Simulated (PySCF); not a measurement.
In(Cl)3 anion (Cl3In), SMILES [Cl][In]([Cl])[Cl] (connectivity only; charge and spin as stated), charge -1, multiplicity 2. Atoms are numbered in the order given.

```xyz
4

In     0.0000     0.0000     0.4299
Cl     2.0629    -1.1910    -0.4131
Cl    -2.0629    -1.1910    -0.4131
Cl     0.0000     2.3821    -0.4131
```
Charge -1, spin multiplicity 2.

Coordinates come from a PBE-D3(BJ)/def2-SVPD optimisation. The spin state was assumed, not searched. The isomer is the one that the SMILES or the coordinates give; other isomers of the formula were not compared. The def2 effective core potentials stand for the cores of In; spin–orbit coupling is left out.

Level of theory: IEF-PCM-ωB97X/def2-SVPD (PySCF 2.14.0).

The values are the electrostatic part of the solvation free energy, E(continuum) − E(gas) at the gas-phase geometry, in a cavity of scaled van der Waals radii (PySCF's table); cavitation and dispersion terms are not included. A continuum can't describe solvent molecules that bind to the metal.

```
solvent              ε  ΔG(elec) (kcal/mol)
---------------  -----  -------------------
water            78.36                -48.3
dichloromethane   8.93                  ___
n-hexane          1.88                -22.1
```

Complete the blanks. (An estimate is asked for; the answer gives what the named calculation found.)


- dichloromethane, ΔG(elec) (kcal/mol): -43.0
